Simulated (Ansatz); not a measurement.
Consider the ligand exchange at the Si–C bond: `O=COC[SiH3]` + `[OH][Ge][O][SiH3]` → `[SiH3][O][Ge][O][SiH3]` + `COC=O`.

Gas-phase electronic energies from Ansatz, PBE0-D4/def2-TZVP geometries. CBS: MP2 limit from def2 TZ/QZ plus the TZ coupled-cluster correction, frozen cores. DFT in def2-TZVPP. For Ge outer-core shells are correlated without core-valence functions, which leaves a few kJ/mol of doubt a bond. Scalar relativity is left out up to krypton. One conformer a species, not always the lowest.

(1) Is it downhill or uphill in electronic energy at CCSD(T)/CBS, and by how much? (Estimate.)

(2) What do these levels give: PBE0-D4, ωB97M-V, MP2/def2-TZVPP, SCS-MP2/def2-TZVPP, HF/def2-QZVPP, HF/CBS(def2)? (An estimate is asked.)

Largest T1 diagnostic among the species: 0.015.

Answers

(1) Computed: Downhill: ΔE = -28.4 kcal/mol.

(2) Ansatz gave: PBE0-D4 -26.1, ωB97M-V -27.6, MP2/def2-TZVPP -29.1, SCS-MP2/def2-TZVPP -30.1, HF/def2-QZVPP -34.2, HF/CBS(def2) -34.3 kcal/mol.

From PBE to PBE0 (25 % exact exchange), in def2-TZVPP and without D4, ΔE moves by −1.9 kcal/mol. In def2-TZVPP, CCSD(T) changes the Hartree–Fock value by +5.3 kcal/mol (the triples alone add +0.7 kcal/mol) and MP2 by +4.7 kcal/mol.
